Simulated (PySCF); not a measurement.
## Ionisation energy of Ir⁷⁰⁺ by level of theory

Ir⁷⁰⁺ [He] 2s2 2p3 (4S) → Ir⁷¹⁺ [He] 2s2 2p2 (3P), as a difference of total energies. All numbers are calculated (PySCF 2.14, the spin-free X2C one-electron Hamiltonian (Gaussian nucleus), in an even-tempered Gaussian basis (18 s from 51 bohr⁻², ratio 2.2; 13 p from 66 bohr⁻², ratio 2.2; 5 d from 250 bohr⁻², ratio 2.4; 5 f from 370 bohr⁻², ratio 2.4; 4 g from 550 bohr⁻², ratio 2.4)). Correlated levels: nothing frozen; virtual orbitals above 40 to 60 times the deepest correlated orbital energy dropped. The calculations carry no spin-orbit coupling.

```
                 method  ionisation energy (eV)
                    UHF                 18725.7
                    LDA                 18716.3
                    PBE                 18719.1
                   PBE0                 18721.0
                 r2SCAN                 18726.3
                   PW91                 18721.0
                 PBEsol                 18717.0
    MP2 (all electrons)                 18726.0
SCS-MP2 (all electrons)                 18725.5
```

Spin-orbit coupling is strong in these open shells (close to jj coupling). The scalar numbers leave it out and a first-order estimate fails, so it can dominate the gap to the real levels.

For this ion Breit and QED terms and the two-electron picture change, all absent here, outweigh the differences among the correlated methods.

For comparison: 18120 ± 60 eV (theoretical estimate listed by NIST; NIST Atomic Spectra Database, ionization energies).
